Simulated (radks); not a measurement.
Results of a calculation; reference values are marked as such.
All-electron atom: W4+ in [Xe] 4f14 5d2.

Level of theory: scalar-relativistic Kohn-Sham, LDA (Slater exchange, Perdew-Wang correlation), spin-polarised, spherical densities, finite nucleus; open shells are filled with parallel spins first (spin-orbit coupling, left out, can overturn this in heavy ions); Fermi nuclear charge, rms radius 5.3658 fm (a radial shooting solver on a logarithmic mesh with Libxc functionals).

Energy parts (eV):
part                       energy
total                  -438847.84
kinetic                 483255.87
electron-nucleus      -1082080.28
Hartree                 168465.91
exchange-correlation     -8489.34

Orbitals (lengths in bohr, moments of r in powers of bohr):
[
 {"orbital": "1s down", "occ.": "1", "eigenvalue (eV)": "-69455.53", "<r^2>": "0.0004637", "<1/r>": "86.98", "<r^4>": "5.832e-07"},
 {"orbital": "1s up", "occ.": "1", "eigenvalue (eV)": "-69455.53", "<r^2>": "0.0004637", "<1/r>": "86.98", "<r^4>": "5.832e-07"},
 {"orbital": "2s up", "occ.": "1", "eigenvalue (eV)": "-12026.35", "<r^2>": "0.007130", "<1/r>": "20.34", "<r^4>": "0.00008772"},
 {"orbital": "2s down", "occ.": "1", "eigenvalue (eV)": "-12026.24", "<r^2>": "0.007130", "<1/r>": "20.34", "<r^4>": "0.00008772"},
 {"orbital": "2p up", "occ.": "3", "eigenvalue (eV)": "-10530.39", "<r^2>": "0.005895", "<1/r>": "18.44", "<r^4>": "0.00006879"},
 {"orbital": "2p down", "occ.": "3", "eigenvalue (eV)": "-10530.29", "<r^2>": "0.005895", "<1/r>": "18.44", "<r^4>": "0.00006879"},
 {"orbital": "3s up", "occ.": "1", "eigenvalue (eV)": "-2802.889", "<r^2>": "0.04631", "<1/r>": "7.530", "<r^4>": "0.003229"},
 {"orbital": "3s down", "occ.": "1", "eigenvalue (eV)": "-2802.842", "<r^2>": "0.04631", "<1/r>": "7.530", "<r^4>": "0.003229"},
 {"orbital": "3p up", "occ.": "3", "eigenvalue (eV)": "-2359.677", "<r^2>": "0.04704", "<1/r>": "6.957", "<r^4>": "0.003469"},
 {"orbital": "3p down", "occ.": "3", "eigenvalue (eV)": "-2359.626", "<r^2>": "0.04704", "<1/r>": "6.957", "<r^4>": "0.003469"},
 {"orbital": "3d up", "occ.": "5", "eigenvalue (eV)": "-1848.087", "<r^2>": "0.03900", "<1/r>": "6.576", "<r^4>": "0.002679"},
 {"orbital": "3d down", "occ.": "5", "eigenvalue (eV)": "-1848.008", "<r^2>": "0.03900", "<1/r>": "6.575", "<r^4>": "0.002679"},
 {"orbital": "4s up", "occ.": "1", "eigenvalue (eV)": "-612.2358", "<r^2>": "0.2285", "<1/r>": "3.204", "<r^4>": "0.07583"},
 {"orbital": "4s down", "occ.": "1", "eigenvalue (eV)": "-612.1276", "<r^2>": "0.2285", "<1/r>": "3.204", "<r^4>": "0.07581"},
 {"orbital": "4p up", "occ.": "3", "eigenvalue (eV)": "-466.7257", "<r^2>": "0.2603", "<1/r>": "2.911", "<r^4>": "0.1011"},
 {"orbital": "4p down", "occ.": "3", "eigenvalue (eV)": "-466.6163", "<r^2>": "0.2603", "<1/r>": "2.911", "<r^4>": "0.1010"},
 {"orbital": "4d up", "occ.": "5", "eigenvalue (eV)": "-282.0304", "<r^2>": "0.3035", "<1/r>": "2.590", "<r^4>": "0.1488"},
 {"orbital": "4d down", "occ.": "5", "eigenvalue (eV)": "-281.8948", "<r^2>": "0.3032", "<1/r>": "2.590", "<r^4>": "0.1484"},
 {"orbital": "5s up", "occ.": "1", "eigenvalue (eV)": "-122.8881", "<r^2>": "1.260", "<1/r>": "1.262", "<r^4>": "2.316"},
 {"orbital": "5s down", "occ.": "1", "eigenvalue (eV)": "-121.8814", "<r^2>": "1.252", "<1/r>": "1.267", "<r^4>": "2.283"},
 {"orbital": "5p up", "occ.": "3", "eigenvalue (eV)": "-86.4976", "<r^2>": "1.690", "<1/r>": "1.072", "<r^4>": "4.283"},
 {"orbital": "5p down", "occ.": "3", "eigenvalue (eV)": "-85.2199", "<r^2>": "1.677", "<1/r>": "1.078", "<r^4>": "4.217"},
 {"orbital": "4f up", "occ.": "7", "eigenvalue (eV)": "-77.2045", "<r^2>": "0.4593", "<1/r>": "2.087", "<r^4>": "0.4886"},
 {"orbital": "4f down", "occ.": "7", "eigenvalue (eV)": "-76.9379", "<r^2>": "0.4544", "<1/r>": "2.092", "<r^4>": "0.4741"},
 {"orbital": "5d up", "occ.": "2", "eigenvalue (eV)": "-44.5358", "<r^2>": "3.147", "<1/r>": "0.7702", "<r^4>": "15.77"},
 {"orbital": "5d down", "occ.": "0", "eigenvalue (eV)": "-42.9500", "<r^2>": "3.159", "<1/r>": "0.7720", "<r^4>": "16.08"}
]

The highest occupied level is 5d up at -44.536 eV. Spin moment in Bohr magnetons: 2. The density falls to 0.001 e/bohr^3 at r = 3.14 bohr. For comparison, the ionisation energy in NIST's Atomic Spectra Database is 51.6 eV (semi-empirical). In exact Kohn-Sham theory the highest level is minus the ionisation energy, but local and semilocal functionals leave it too shallow, through self-interaction and a potential that decays too fast; potentials with the right tail come closer. Summed over all electrons, <r^2> = 31.17 bohr^2, which gives a Langevin (diamagnetic) susceptibility term of -24.7 x 10^-6 cm^3/mol.
